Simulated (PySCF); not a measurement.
Shifts of the heteroatoms

Molfile (atoms numbered from 1):
```
C3H9NSi2
     RDKit          3D

 15 14  0  0  0  0  0  0  0  0999 V2000
    3.7001   -0.6725    0.6085 N   0  0  0  0  0  0  0  0  0  0  0  0
    2.6884   -0.4673   -0.1182 C   0  0  0  0  0  0  0  0  0  0  0  0
    1.4199    0.1252    0.2702 C   0  0  0  0  0  0  0  0  0  0  0  0
    0.4119    0.3371   -0.5803 C   0  0  0  0  0  0  0  0  0  0  0  0
   -1.2596    1.0742   -0.1320 Si  0  0  0  0  0  4  0  0  0  0  0  0
   -2.8593   -0.5984   -0.0533 Si  0  0  0  0  0  4  0  0  0  0  0  0
    3.5844   -0.3809    1.5801 H   0  0  0  0  0  0  0  0  0  0  0  0
    2.7796   -0.7641   -1.1608 H   0  0  0  0  0  0  0  0  0  0  0  0
    1.3247    0.4095    1.3125 H   0  0  0  0  0  0  0  0  0  0  0  0
    0.5621    0.0332   -1.6110 H   0  0  0  0  0  0  0  0  0  0  0  0
   -1.0912    1.7966    1.1362 H   0  0  0  0  0  0  0  0  0  0  0  0
   -1.5383    2.0866   -1.1611 H   0  0  0  0  0  0  0  0  0  0  0  0
   -3.0019   -1.2866   -1.3394 H   0  0  0  0  0  0  0  0  0  0  0  0
   -2.5477   -1.6283    0.9414 H   0  0  0  0  0  0  0  0  0  0  0  0
   -4.1774   -0.0565    0.2851 H   0  0  0  0  0  0  0  0  0  0  0  0
  7  1  1  0
  1  2  2  0
  2  3  1  0
  3  4  2  0
  4  5  1  0
  5  6  1  0
  2  8  1  0
  3  9  1  0
  4 10  1  0
  5 11  1  0
  5 12  1  0
  6 13  1  0
  6 14  1  0
  6 15  1  0
M  END
```

PySCF 2.14 calculation with coordinates at the GFN2-xTB level and shieldings: GIAO PBE0/pcSseg-1; no solvent, a single conformation, equivalent nuclei averaged, no relativistic terms.

(1) Where does 29Si resonate?

(2) What are the 15N shifts?

Results:

(1) 
| atoms | environment | σ (ppm) | δ (ppm) |
| --- | --- | --- | --- |
| Si5 | silicon bonded to C, Si, 2 H | 424.3 | -68.8 |
| Si6 | silicon bonded to Si, 3 H | 466.0 | -103.1 |

Shieldings were converted by a linear fit to measured shifts: 29Si (scatter 8.9 ppm rms, 25.8 ppm with the 6 outliers that the fit left out vs TMS, solution or neat liquid). A few per cent of atoms miss by over 2 rms, more outside the fitted compound classes.

On a 500 MHz spectrometer 29Si resonates near 99.3 MHz, so 1 ppm is 99.3 Hz.

(2) 
```csv
atoms,environment,σ (ppm),δ (ppm)
N1,imine nitrogen,-99.6,-56.3
```

Shieldings were converted by a linear fit to measured shifts: 15N: δ = -148.07 − 0.921σ (rms 6.3 ppm, 71 shifts vs CH3NO2, solution or neat liquid). Occasional misses reach two or three times the rms, and more in compound classes unlike the fitted ones.

On a 600 MHz spectrometer 15N resonates near 60.8 MHz, so 1 ppm is 60.8 Hz.
